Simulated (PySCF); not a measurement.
A structure optimised at B3LYP-D3(BJ)/def2-TZVP, used in a PySCF frequency run:

```
Br
Br 1 2.3157
```
Charge 0, spin multiplicity 1.

Task: Write its SMILES, formula and point group.

Result: BrBr, Br2, D∞h

Task: What are its rotational constants (standard atomic weights)?

Result: 2.3588 GHz (linear rotor, B only)
